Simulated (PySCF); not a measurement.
# Radial density of Fe⁻ (iron, charge -1)

UHF, [Ar] 3d7 4s2, high-spin 4F determinant. All numbers are calculated (PySCF 2.14, the spin-free X2C one-electron Hamiltonian (Gaussian nucleus), in aug-cc-pVTZ-DK (8s7p5d3f2g, 93 functions)).

```
r (bohr)  4πr²ρ (e/bohr)  4πr²(ρα − ρβ)
 0.00104          0.2283         0.0000
 0.00175          0.5758         0.0001
 0.00294           1.422         0.0002
 0.00494           3.387         0.0004
 0.00830           7.592         0.0009
  0.0140           15.27         0.0018
  0.0235           25.50         0.0027
  0.0395           31.41         0.0025
  0.0665           26.61         0.0027
   0.112           26.14         0.0263
   0.188           34.96         0.1870
   0.316           19.88         0.8823
   0.532           14.33         2.2697
   0.895           14.46         2.4418
    1.51           4.162         1.1281
    2.53          0.9641         0.3393
    4.26          0.3713         0.0607
    7.16          0.1385        -0.0638
    12.0         0.02863        -0.0257
    20.3       5.099e-05         0.0000
```

Densities and radii are taken from the X2C orbitals without a picture-change correction, which distorts them close to the nucleus.

⟨S²⟩ = 3.98 against 3.75 shows spin contamination. At UHF the highest occupied level has a positive energy, so only the finite basis holds that electron.

Question: Where is the radial spin density 4πr²(ρα − ρβ) most negative, and why is it negative at all?

Answer: Around r = 7.16 bohr, down to -0.0638 e/bohr: exchange with the open shell polarises the paired shells in an unrestricted calculation.
